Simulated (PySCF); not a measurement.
Vertical excitations of a molecule C₂H₁₂OSi₃ from PySCF with TDA-PBE0/def2-SVPD, as energy in eV (oscillator strength): 6.41 (0.009), 6.93 (0.018), 7.01 (0.023), 7.21 (0.038), 7.35 (0.044), 7.55 (0.086). Lowest triplet (TDA): 5.81 eV. Geometry: PBE0-D3(BJ)/def2-SVP. One conformer was computed; it need not be the lowest.

Question: Which molecule gave these data?
A) C[Si@H](O)C[SiH2][SiH3]
B) [SiH3]COC([SiH3])[SiH3]
C) C[Si@@H]([SiH3])[SiH2]CO
D) O[Si@@H]([SiH3])CC[SiH3]

Answer: D, O[Si@@H]([SiH3])CC[SiH3]
